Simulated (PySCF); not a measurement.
Sn(F)2 anion (F₂Sn), SMILES [F][Sn][F] (connectivity only; charge and spin as stated), charge -1, multiplicity 2. Atoms are numbered in the order given.

```xyz
3

Sn     0.0000     0.0000     0.3678
F      0.0000    -1.5502    -1.0217
F      0.0000     1.5502    -1.0217
```
Charge -1, spin multiplicity 2.

The structure is a stationary point at B3LYP-D3(BJ)/def2-SVPD. The spin state was assumed, not searched. The isomer is the one that the SMILES or the coordinates give; other isomers of the formula were not compared. The def2 effective core potentials stand for the cores of Sn; spin–orbit coupling is left out.

Level of theory: PBE0/def2-TZVPD (PySCF).

Mulliken values depend strongly on the basis, most of all with diffuse functions as here. ESP charges are fitted to the potential on shells at 1.4 to 2.0 van der Waals radii. Atomic charges (e):

| atom | Mulliken | ESP fit | Mulliken spin |
|---|---|---|---|
| Sn1 | 0.29 | -0.27 | 1.05 |
| F2 | -0.65 | -0.36 | -0.03 |
| F3 | -0.65 | -0.36 | -0.03 |
